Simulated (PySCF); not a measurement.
C6H5I, SMILES I/C(C=C)=C\C#C.

Geometry: PBE0-D3(BJ)/def2-SVP. The structure was generated by enumeration; whether it is a known compound was not checked. The def2 effective core potentials stand for the cores of I; spin–orbit coupling is left out. Other conformers were not sampled.

Method: PySCF with PBE/def2-TZVP.

Symmetry labels are those of the subgroup Cs that the program uses (full group Cs).

### Question
List the valence orbital energies around the gap with their symmetry. (The exact figures need the calculation; the answer reports its results.)

### Answer

| orbital | symmetry | energy (eV) |
|---|---|---|
| HOMO−7 | A' | -9.71 |
| HOMO−6 | A" | -9.31 |
| HOMO−5 | A' | -8.60 |
| HOMO−4 | A" | -7.72 |
| HOMO−3 | A' | -7.07 |
| HOMO−2 | A" | -6.58 |
| HOMO−1 | A' | -6.31 |
| HOMO | A" | -5.73 |
| LUMO | A" | -2.75 |
| LUMO+1 | A' | -1.73 |
| LUMO+2 | A' | -0.39 |
| LUMO+3 | A" | -0.21 |
